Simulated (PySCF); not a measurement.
C₂H₇F₂NSi, SMILES N[SiH2]CC(F)F.

Coordinates come from a B3LYP-D3(BJ)/def2-SVP optimisation. The structure was generated by enumeration, and PubChem lists no compound with its InChIKey, so it may never have been made. One conformer was computed; it need not be the lowest.

Two levels are set side by side: PBE/def2-TZVP (PySCF) and HF/def2-TZVP (PySCF). Same geometry, gas phase. Differences are taken from unrounded values.

| quantity | HF | PBE | PBE minus HF |
|---|---|---|---|
| orbital gap (eV) | 13.99 | 5.59 | -8.40 |
| highest occupied level (eV) | -10.85 | -5.97 | 4.87 |
| lowest empty level (eV) | 3.14 | -0.39 | -3.53 |
| dipole moment (D) | 3.64 | 3.31 | -0.33 |
| mean polarisability (bohr³) | 53.9 | 61.4 | 7.4 |

Without exact exchange PBE keeps part of each electron's self-repulsion, which lifts occupied levels and narrows the gap. Loosely held outer electrons make PBE densities more polarisable. Differences between two approximate levels are no errors against the true value.

Rough cost on one machine, each run with all the roots and properties that it gave: HF against PBE about 1/3.
